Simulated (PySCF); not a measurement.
## Magnetisability: SMILES [CH3][AlH][N]1C=C[SiH2]C1, C₄H₁₀AlNSi

Geometry:
| atom | x (Å) | y (Å) | z (Å) |
| --- | --- | --- | --- |
| C1 | 3.195 | -0.083 | 0.124 |
| Al2 | 1.525 | -1.055 | -0.329 |
| N3 | -0.136 | -0.348 | -0.142 |
| C4 | -1.234 | -1.093 | -0.477 |
| C5 | -2.479 | -0.594 | -0.347 |
| Si6 | -2.384 | 1.135 | 0.314 |
| C7 | -0.470 | 0.996 | 0.355 |
| H8 | 4.084 | -0.693 | -0.067 |
| H9 | 3.233 | 0.214 | 1.178 |
| H10 | 3.312 | 0.840 | -0.456 |
| H11 | 1.484 | -2.492 | -0.877 |
| H12 | -1.004 | -2.092 | -0.846 |
| H13 | -3.345 | -1.175 | -0.609 |
| H14 | -2.929 | 1.373 | 1.659 |
| H15 | -2.821 | 2.222 | -0.574 |
| H16 | -0.059 | 1.117 | 1.360 |
| H17 | 0.022 | 1.741 | -0.276 |

The calculation used GIAO KT3/pcSseg-1 magnetisability, rotational g tensor and spin-rotation constants, non-relativistic, gas phase in PySCF. Geometry: GFN2-xTB.

Problem. How diamagnetic is it, and how anisotropic?

Solution. Isotropic -1279 × 10⁻³⁰ J/T², or -77.0 × 10⁻⁶ cm³/mol; principal values -1430, -1242, -1165 × 10⁻³⁰ J/T², anisotropy 236 × 10⁻³⁰ J/T² (root of half the summed squared differences of the principal values). The susceptibility is in cgs units.

Problem. Split it along the inertial axes a, b, c into diamagnetic and paramagnetic parts about the centre of mass, with the quadrupole moment.

Solution. 
| axis | χ (10⁻⁶ cm³/mol) | diamagnetic (10⁻⁶ cm³/mol) | paramagnetic (10⁻⁶ cm³/mol) | summed x² of all electrons (Å²) | quadrupole Θ (D Å) |
| --- | --- | --- | --- | --- | --- |
| a | -71.2 | -413.9 | 342.8 | 308.9 | -1.88 |
| b | -73.8 | -1386.6 | 1312.8 | 79.6 | +0.23 |
| c | -86.1 | -1648.0 | 1561.8 | 18.0 | +1.64 |

Anisotropies 2χaa − χbb − χcc = +17.7 and 2χbb − χaa − χcc = +9.6 × 10⁻⁶ cm³/mol. Θ is traceless in Buckingham's convention.

Problem. And the rotational g tensor?

Solution. 
```
axis  rotational constant (GHz)        g  nuclear part  electronic part
   a                     4.4245  -0.0664        0.6461          -0.7125
   b                     0.9504  -0.0136        0.5725          -0.5862
   c                     0.7971  -0.0071        0.5777          -0.5849
```
Asymmetric top; isotopes 27Al, 12C, 1H, 14N, 28Si; no vibrational averaging.
